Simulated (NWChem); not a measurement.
All runs are NWChem calculations. System: F3In, charge 0, spin multiplicity 1, at a geometry optimised with PBE0/def2-SVP with def2 effective core potentials on In. The structure started from a generated list of species. Level: MP2/def2-TZVP with def2 effective core potentials on In, 7 core orbitals frozen.

The NWChem input:

```
start mol
memory heap 200 mb stack 900 mb global 1100 mb
geometry units angstroms nocenter noautoz
  In     0.000000     0.000000     0.000047
  F      0.000000     0.000000     1.935126
  F     -1.675728     0.000000    -0.967691
  F      1.675728     0.000000    -0.967691
  symmetry group C2v
end
basis spherical
  * library def2-tzvp
end
ecp
  In library def2-ecp
end
scf
  rhf
  nopen 0
  maxiter 100
  thresh 1e-7
  semidirect memsize 60000000 filesize 0
end
mp2
  freeze core 7
end
task mp2 energy
```

Output (cleaned and shortened):

```
             Northwest Computational Chemistry Package (NWChem) 7.3.0
             --------------------------------------------------------

                                NWChem Input Module
                                -------------------

 Scaling coordinates for geometry "geometry" by  1.889725989
 (inverse scale =  0.529177249)

 Turning off AUTOSYM since
 SYMMETRY directive was detected!

                             Geometry "geometry" -> ""
                             -------------------------

 Output coordinates in angstroms (scale by  1.889725989 to convert to a.u.)

  No.       Tag          Charge          X              Y              Z
 ---- ---------------- ---------- -------------- -------------- --------------
    1 In                  49.0000     0.00000000     0.00000000     0.00004700
    2 F                    9.0000     0.00000000     0.00000000     1.93512600
    3 F                    9.0000    -1.67572800     0.00000000    -0.96769100
    4 F                    9.0000     1.67572800     0.00000000    -0.96769100

 Effective nuclear repulsion energy (a.u.)     400.1591340937

            Nuclear Dipole moment (a.u.)
            ----------------------------
        X                 Y               Z
 ---------------- ---------------- ----------------
     0.0000000000     0.0000000000    -0.0000018897

      Symmetry information
      --------------------

 Group name             C2v
 Group number             16
 Group order               4
 No. of unique centers     3

      Symmetry unique atoms

     1    2    3


 Summary of "ao basis" -> "" (spherical)
 ------------------------------------------------------------------------------
       Tag                 Description            Shells   Functions and Types
 ---------------- ------------------------------  ------  ---------------------
 *                         def2-tzvp                  on all atoms

 Summary of "ao basis" -> "ao basis" (spherical)
 ------------------------------------------------------------------------------
       Tag                 Description            Shells   Functions and Types
 ---------------- ------------------------------  ------  ---------------------
 In                        def2-tzvp                16       50   6s5p3d2f
 F                         def2-tzvp                11       31   5s3p2d1f

                                 NWChem SCF Module
                                 -----------------

  ao basis        = "ao basis"
  functions       =   143
  atoms           =     4
  closed shells   =    24
  open shells     =     0
  charge          =   0.00
  wavefunction    = RHF
  use symmetry    = T
  symmetry adapt  = T

 Summary of "ao basis" -> "ao basis" (spherical)
 ------------------------------------------------------------------------------
       Tag                 Description            Shells   Functions and Types
 ---------------- ------------------------------  ------  ---------------------
 In                        def2-tzvp                16       50   6s5p3d2f
 F                         def2-tzvp                11       31   5s3p2d1f

      Symmetry analysis of basis
      --------------------------

        a1         56
        a2         18
        b1         40
        b2         29

 Forming initial guess at       0.2s

      Superposition of Atomic Density Guess
      -------------------------------------

 Sum of atomic energies:        -516.31365493

      Non-variational initial energy
      ------------------------------
[...]
 Vector   25  Occ=0.000000D+00  E=-4.361105D-03  Symmetry=a1
              MO Center= -2.6D-14, -2.6D-15,  2.7D-04, r^2= 3.9D+00
   Bfn.  Coefficient  Atom+Function         Bfn.  Coefficient  Atom+Function
  ----- ------------  ---------------      ----- ------------  ---------------
     6      1.102391  1 In s                  2      0.469968  1 In s
     1     -0.346070  1 In s                  3     -0.277128  1 In s
     5      0.258986  1 In s                 55     -0.219398  2 F  s
    86     -0.219367  3 F  s                117     -0.219367  4 F  s
     4     -0.210264  1 In s

 Vector   26  Occ=0.000000D+00  E= 2.614586D-02  Symmetry=b2
              MO Center= -4.6D-14,  2.0D-15,  1.0D-04, r^2= 8.0D+00
   Bfn.  Coefficient  Atom+Function         Bfn.  Coefficient  Atom+Function
  ----- ------------  ---------------      ----- ------------  ---------------
    20      0.784262  1 In py                17      0.228507  1 In py
    14      0.211385  1 In py                11     -0.200400  1 In py

 Vector   27  Occ=0.000000D+00  E= 8.354181D-02  Symmetry=b1
              MO Center=  3.7D-13,  3.7D-16,  2.8D-01, r^2= 1.3D+01
   Bfn.  Coefficient  Atom+Function         Bfn.  Coefficient  Atom+Function
  ----- ------------  ---------------      ----- ------------  ---------------
    19      1.384621  1 In px                16     -0.592269  1 In px
    35     -0.183981  1 In d  1

 center of mass
 --------------
 x =   0.00000000 y =   0.00000000 z =   0.00000590

 moments of inertia (a.u.)
 ------------------
         381.120893596431           0.000000000000           0.000000000000
           0.000000000000         762.144380651749           0.000000000000
           0.000000000000           0.000000000000         381.023487055318

  Mulliken analysis of the total density
  --------------------------------------

    Atom       Charge   Shell Charges
 -----------   ------   -------------------------------------------------------
    1 In  21    19.27   0.37 -0.79  1.51  0.89  0.45  0.03 -0.41  6.39  0.42  0.08  0.02  9.02  1.06  0.12  0.11  0.01
    2 F    9     9.58   0.77  1.20  0.60  1.00  0.39  2.22  2.27  1.12  0.00  0.01  0.00
    3 F    9     9.58   0.77  1.20  0.60  1.00  0.39  2.22  2.27  1.12  0.00  0.01  0.00
    4 F    9     9.58   0.77  1.20  0.60  1.00  0.39  2.22  2.27  1.12  0.00  0.01  0.00

       Multipole analysis of the density wrt the origin
       ------------------------------------------------

     L   x y z        total         open         nuclear
     -   - - -        -----         ----         -------
     0   0 0 0     -0.000000      0.000000     48.000000

     1   1 0 0      0.000000      0.000000      0.000000
     1   0 1 0      0.000000      0.000000      0.000000
     1   0 0 1      0.000498      0.000000     -0.002489

     2   2 0 0    -34.437442      0.000000    180.500010
     2   1 1 0     -0.000000      0.000000      0.000000
     2   1 0 1      0.000000      0.000000      0.000000
     2   0 2 0    -22.426390      0.000000      0.000000
     2   0 1 1     -0.000000      0.000000      0.000000
     2   0 0 2    -34.440011      0.000000    180.546153

                   NWChem MP2 Semi-direct Energy/Gradient Module
                   ---------------------------------------------

  Basis functions       =    143
  Molecular orbitals    =    143
  Frozen core           =      7
  Frozen virtuals       =      0
  Active alpha occupied =     17
  Active beta occupied  =     17
  Active alpha virtual  =    119
  Active beta virtual   =    119
  Use MO symmetry       = T
  Use skeleton AO sym   = T

  AO/Fock/Back tols     =   1.0D-09  1.0D-09  1.0D-09

 GA uses MA = F    GA memory limited = T

 Available:
  local mem=  1.26D+08
 global mem=  1.44D+08
 local disk=  0.00D+00
  mp2_memr nvloc                   119
  nvloc new                   119
   1 passes of  17:        5242880                     142825                  62681659.
   1 passes of  17: M    126139618           G      144138302           F     120896738.

 Semi-direct pass number   1 of   1  for RHF alpha+beta  at        5.8s
  vrange nnbf                  9108
  mp2_eaftype                   239  avail_ma_in_mb                  1099
 EAF : mp2_eaftype filesize         239   31340829.
  mp2_eaf for mointskh                    239
Node 0 wrote    147.4 Mb in      0.1 s     Agg I/O rate:  1619.8 Mb/s
 Done moints_semi at       16.9s
  mp2_eaftype                   239  avail_ma_in_mb                   860
 EAF : mp2_eaftype filesize         239   31340829.
  mp2_eaf for kh                   239
 Done maket at       17.7s
 Done multipass loop at       17.7s

          -------------------------------------------
          SCF energy                -487.738182436660
          Correlation energy          -1.029728465938
          Singlet pairs               -0.585192876918
          Triplet pairs               -0.444535589020
          Total MP2 energy          -488.767910902598
          -------------------------------------------

          ---------------------------------------------------
                    Spin Component Scaled (SCS) MP2
          Same spin pairs                     -0.296357059347
          Same spin scaling factor             0.333333333333
          Opposite spin pairs                 -0.733371406591
          Opposite spin scaling fact.          1.200000000000
          SCS-MP2 correlation energy          -0.978831374358
          Total SCS-MP2 energy              -488.717013811019
          ---------------------------------------------------

 -----------------------
 Performance information
 -----------------------

 Timer overhead =  2.71D-07 seconds/call

               Nr. of calls         CPU time (s)                 Wall time (s)                GFlops
             ---------------    -------------------     ------------------------------   -------------------
Name         Min   Avg   Max    Min     Avg     Max     Min     Avg     Max   Mx/calls   Min     Max     Sum
mp2: moin     1     1     1    11.     11.     11.      11.     11.     11.     11.      0.0     0.0     0.0
mp2: make     1     1     1   0.75    0.75    0.75     0.75    0.75    0.75    0.75      0.0     0.0     0.0
mp2: tota     1     1     1    12.     12.     12.      12.     12.     12.     12.      0.0     0.0     0.0

 The average no. of pstat calls per process was 3.00D+00
 with a timing overhead of 8.13D-07s

 Task  times  cpu:       17.6s     wall:       17.6s

 Total times  cpu:       17.7s     wall:       17.7s
```
